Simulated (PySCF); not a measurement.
InF2, SMILES [F][In+][F], charge +1.

The structure is a stationary point at PBE0-D3(BJ)/def2-TZVP. The multiplicity is an assumed one; other spin states were not compared. The isomer is the one that the SMILES or the coordinates give; other isomers of the formula were not compared. The def2 effective core potentials stand for the cores of In; spin–orbit coupling is left out.

Two levels are set side by side: TDA-PBE/def2-SVPD (PySCF) and TDA-PBE0/def2-SVPD (PySCF). Vertical, same geometry. The lowest singlet is HOMO→LUMO 100 % with PBE and HOMO→LUMO 99 % with the other functional; states are paired by order. Differences are taken from unrounded values.

```json
[
 {"quantity": "lowest singlet excitation (eV)", "TDA-PBE0": "5.48", "TDA-PBE": "4.72", "TDA-PBE minus TDA-PBE0": "-0.76"},
 {"quantity": "lowest triplet excitation (TDA) (eV)", "TDA-PBE0": "4.93", "TDA-PBE": "4.20", "TDA-PBE minus TDA-PBE0": "-0.73"},
 {"quantity": "first bright state (f over 0.05) (eV)", "TDA-PBE0": "7.91", "TDA-PBE": "7.23", "TDA-PBE minus TDA-PBE0": "-0.68"},
 {"quantity": "its oscillator strength", "TDA-PBE0": "0.15", "TDA-PBE": "0.07", "TDA-PBE minus TDA-PBE0": "-0.08"}
]
```

A lower first singlet is the usual sign of a functional without exact exchange. Differences between two approximate levels are no errors against the true value.

Rough cost on one machine, each run with all the roots and properties that it gave: TDA-PBE0 against TDA-PBE within a factor of 2.
